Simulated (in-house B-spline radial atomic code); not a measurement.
Configurations of Ag2+, with energies counted from [Kr] 4d9. Computed with an all-electron radial atomic-structure program (B-spline basis): non-relativistic TPSS, spin-polarised, spherical fractional occupations, point nucleus. Shells without spins written out take the highest spin.

Occupations are held fixed; configurations that lie above the ionisation limit could autoionise.

```tsv
configuration	E - E(ref) (eV)	highest orbital	its <r> (bohr)
[Kr] 4d8 5s1	9.8379	5s up	2.511
[Kr] 4d(3 up, 5 down) 5p(0 up, 1 down)	16.17	5p down	2.95
[Ar] 3d10 4s2 4p5 4d10	50.232	4d down	1.288
[Ar] 3d10 4s2 4p5 4d9 5d1	75.105	5d up	4.317
[Ar] 3d10 4s2 4p5 4d9 4f1	78.971	4f up	5.48
[Ar] 3d9 4s2 4p6 4d9 4f1	397.24	4f up	5.526
```

Problem. Order these further configurations by energy, lowest first.
A. [Ar] 3d9 4s2 4p6 4d9 5s1
B. [Ar] 3d(5 up, 4 down) 4s2 4p6 4d(4 up, 5 down) 5p(0 up, 1 down)
C. [Ar] 3d10 4s2 4p(3 up, 2 down) 4d(4 up, 5 down) 4f(0 up, 1 down)
D. [Ar] 3d9 4s2 4p6 4d9 5d1
E. [Ar] 3d(5 up, 4 down) 4s2 4p6 4d(4 up, 5 down) 4f(0 up, 1 down)

Solution. C (79.872 eV), A (379.12 eV), B (385.7 eV), D (393.28 eV), E (397.45 eV).

Problem. How far above the reference does [Ar] 3d9 4s2 4p6 4d9 5p1 lie?

Solution. 385.47 eV; its least bound orbital is 5p up with <r> = 2.927 bohr.

Problem. How far above the reference does [Kr] 4d8 4f1 lie?

Solution. 27.807 eV; its least bound orbital is 4f up with <r> = 5.494 bohr.
